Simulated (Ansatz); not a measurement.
Ansatz results at the PBE0-D4/def2-TZVP geometry: HOMO energy (ωB97M-V/def2-TZVPP) -8.52 eV; HOMO–LUMO gap (PBE0/def2-TZVPP) 6.00 eV; HOMO energy (PBE0/def2-TZVPP) -6.38 eV.

Each molecule was computed in one conformer, which needn't be the lowest.

Problem. Which molecule gave them?
A. `[SH][GeH]1[CH2][NH]1`
B. `B[SiH](C)C#C`
C. `[OH][GeH]1[BH]O[CH2]1`
D. `CBNCF`

Solution. A. The others give `B[SiH](C)C#C`: -9.86, 5.30, -7.69; `[OH][GeH]1[BH]O[CH2]1`: -9.49, 6.07, -7.33; `CBNCF`: -10.93, 8.85, -8.56.
